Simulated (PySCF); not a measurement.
AlClH₄N₂, SMILES [NH2][Al]([Cl])[NH2].

The structure is a stationary point at PBE0-D3(BJ)/def2-SVP. One conformer was computed; it need not be the lowest.

Computed with PySCF with PBE0-D3(BJ)/def2-SVP.

Frequencies are harmonic and unscaled.

| mode | ν (cm⁻¹) | IR (km/mol) | moving atoms (share of kinetic energy) |
|---|---|---|---|
| 1 | 170 | 6.0 | N 38 %, Cl 25 %, Al 19 %, H 18 % |
| 2 | 186 | 1.3 | N 46 %, H 33 %, Cl 13 % |
| 3 | 215 | 0.0 | H 100 % |
| 4 | 243 | 23.2 | Al 67 %, N 21 % |
| 5 | 350 | 0.0 | H 79 %, N 21 % |
| 6 | 352 | 42.8 | H 94 % |
| 7 | 382 | 333.1 | H 86 %, N 14 % |
| 8 | 485 | 22.9 | Cl 48 %, Al 25 %, N 19 % |
| 9 | 606 | 19.1 | H 80 %, N 20 % |
| 10 | 687 | 55.8 | H 60 %, N 40 % |
| 11 | 810 | 215.9 | N 42 %, Al 38 %, H 18 % |
| 12 | 918 | 148.1 | Al 49 %, N 41 %, H 10 % |
| 13 | 1520 | 87.7 | H 89 %, N 11 % |
| 14 | 1529 | 21.9 | H 90 %, N 10 % |
| 15 | 3629 | 59.3 | H 96 % |
| 16 | 3630 | 10.7 | H 96 % |
| 17 | 3722 | 53.3 | H 91 %, N 9 % |
| 18 | 3722 | 18.2 | H 91 %, N 9 % |
